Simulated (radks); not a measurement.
Problem. These are the eigenvalues of the occupied orbitals of an atom or ion with whole-number occupations (eV). Method: non-relativistic Kohn-Sham, LDA (Slater exchange, Perdew-Wang correlation), spin-polarised, spherical densities, point nucleus; computed with a radial shooting solver on a logarithmic mesh with Libxc functionals.

| orbital | eigenvalue |
|---|---|
| 1s up | -24499.04 |
| 1s down | -24499.02 |
| 2s down | -3533.615 |
| 2s up | -3533.614 |
| 2p up | -3290.171 |
| 2p down | -3290.169 |
| 3s up | -644.2754 |
| 3s down | -644.2656 |
| 3p up | -546.0201 |
| 3p down | -546.0109 |
| 3d up | -363.7065 |
| 3d down | -363.7014 |
| 4s up | -87.6566 |
| 4s down | -87.6505 |
| 4p up | -56.7386 |
| 4p down | -56.7186 |
| 4d up | -8.1582 |
| 4d down | -7.9981 |
| 5s up | -4.5484 |

Which element is it, and in what charge state? The configuration may be excited. Open shells, if any, are filled with parallel spins first.

Solution. Z = 47, silver, charge 0: Ag in [Kr] 4d10 5s1. The list shows which subshells hold electrons but not how many an open one holds; the 1s level, -900.32 hartree, gives Z - s = 42.4 by -(Z - s)^2/2, which with screening narrows Z to a few neighbours, and the depths of the outer levels then fix element, charge and occupations together.
